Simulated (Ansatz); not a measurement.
Stepwise reaction of `[F][Sn]([F])([Br])[Br]` with hydrogen fluoride, as a gas-phase model of exchange steps in deposition or etching. ΔE in kJ/mol; ΔG adds harmonic PBE0-D4 terms to CCSD(T)/CBS, at 1 bar.

Program: Ansatz. Geometries: PBE0-D4/def2-TZVP. ΔE: electronic, gas phase. CCSD(T)/CBS is the MP2 limit (def2-TZVPP, def2-QZVPP) plus CCSD(T) − MP2 in def2-TZVPP, frozen cores. This one scheme is used for every species. Functionals use def2-TZVPP. B3LYP here is the variant with VWN-RPA as its local correlation; programs differ in this. Elements past krypton have def2 core potentials. For Br, Sn outer-core shells are correlated without core-valence functions, which leaves a few kJ/mol of doubt a bond. Scalar relativity is left out up to krypton.

```json
{"step": "2", "reaction": "`[F][Sn]([F])([F])[Br]` + H–F → `[F][Sn]([F])([F])[F]` + HBr", "PBE-D4": "60.1", "B3LYP-D4": "60.3", "ωB97M-V": "58.2", "CCSD(T)/CBS": "64.3", "ΔG(400 K)": "61.0"}
```

(1) Give the row of step 1, `[F][Sn]([F])([Br])[Br]` + H–F → `[F][Sn]([F])([F])[Br]` + HBr. (Estimate.)

(2) By hand: ΔE of the 2 steps together at CCSD(T)/CBS.

Results:

(1) Computed: 
```tsv
step	reaction	PBE-D4	B3LYP-D4	ωB97M-V	CCSD(T)/CBS	ΔG(400 K)
1	`[F][Sn]([F])([Br])[Br]` + H–F → `[F][Sn]([F])([F])[Br]` + HBr	54.6	54.8	52.6	59.6	53.0
```

(2) (59.6) + (64.3) = 123.9 kJ/mol, or 62.0 kJ/mol a step.

In ΔE the steps differ by no more than 4.7 kJ/mol. All are uphill at CCSD(T)/CBS. ΔG lies between 53.0 and 61.0 kJ/mol a step. PBE-D4 differs from CCSD(T)/CBS by -5.0 to -4.2 kJ/mol a step. Isolated molecules leave out the surface, adducts and barriers. Largest T1 diagnostic: 0.015.
